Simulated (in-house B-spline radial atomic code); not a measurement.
## RPA and G0W0 on HSE06: the silicon ion Si⁴⁺

Configuration [He] 2s2 2p6, mean-field start HSE06. Computed with an all-electron radial atomic-structure program (B-spline basis): all electrons, non-relativistic, point nucleus, each spin shell either full or empty, empty states to l = 9 with an (l + 1/2)⁻⁴ tail; G0W0 by contour deformation at full frequency.

Command:
```bash
python run_gw.py task.json out
```
Settings (radii: box in bohr, nucleus in fm):
```
Z                        14
electrons                10
configuration            [He] 2s2 2p6
hamiltonian              nr
method                   hse06
lmax                     9
spin_polarised           False
box_radius               11.96
intervals                47
```

Run time, properties included: 0.8 s on 1 thread of Intel(R) Xeon(R) Platinum 8375C CPU @ 2.90GHz (shared host).

Energies (hartree):

```tsv
term	value
mean-field total	-285.47835
Hartree-Fock functional on these orbitals	-285.17752
direct second order	-0.6597
second-order exchange	0.23378
SOSEX correction	0.21798
```

Q: What is the RPA correlation energy, and what remains with SOSEX?

A: RPA gives -0.59706 hartree (-1.62 eV per electron); RPA + SOSEX gives -0.37908, and the second-order doubles -0.42592 hartree (no singles). RPA lacks exchange-type terms and so overcorrelates at short range.

Quasi-particle levels (eV):

```csv
level,occupied,mean field,Σx - vxc,Σc,QP weight,G0W0
2p,yes,-153.39,-15.39,?,?,?
2s,yes,-198.55,-21.30,4.91,0.954,-214.94
1s,yes,-1858.84,-68.51,26.68,0.867,-1900.67
3s,no,-49.10,4.71,-0.55,0.997,-44.94
```

G0W0 = mean field + (Σx - vxc) + Σc, with Σc (partial-wave tail included) taken at the quasi-particle energy.

Q: Where does G0W0 put 2p?

A: At -166.79 eV, with Σc = 1.99 eV and a quasi-particle weight of 0.969. The tabulated removal energy is 166.767 ± 0.003 eV (NIST, measured); the calculation leaves out relativity, Breit and QED terms, and what these don't explain is the method's own error.
